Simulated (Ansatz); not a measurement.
Computed with Ansatz on PBE0-D4/def2-TZVP structures; ΔE is electronic, products minus reactants. CCSD(T)/CBS is the MP2 limit (def2-TZVPP, def2-QZVPP) plus CCSD(T) − MP2 in def2-TZVPP, frozen cores. This one scheme is used for every species. Functionals use def2-TZVPP. B3LYP here is the variant with VWN-RPA as its local correlation; programs differ in this. Each species was taken in one conformer, which may not be the lowest.

Consider the ligand exchange at a B–O bond: `FBO[SiH2][SiH3]` + `N[SiH3]` → `FBN[SiH3]` + `O[SiH2][SiH3]`.

```csv
level,ΔE (kcal/mol),difference from CCSD(T)/CBS
PBE-D4,3.8,-1.0
r2SCAN-D4,4.8,0.0
PBE0-D4,4.3,-0.5
B3LYP-D4,5.2,0.4
ωB97X-V,5.1,0.3
ωB97M-V,5.0,0.2
PBE,3.6,-1.2
B3LYP,4.8,0.0
SCS-MP2/def2-TZVPP,5.0,0.2
CCSD/CBS(def2),5.0,0.2
CCSD(T)/CBS,4.8,0
```

Largest T1 diagnostic among the species: 0.013.

In def2-TZVPP, CCSD(T) changes the Hartree–Fock value by −1.6 kcal/mol (the triples alone add −0.2 kcal/mol) and MP2 by −1.8 kcal/mol.
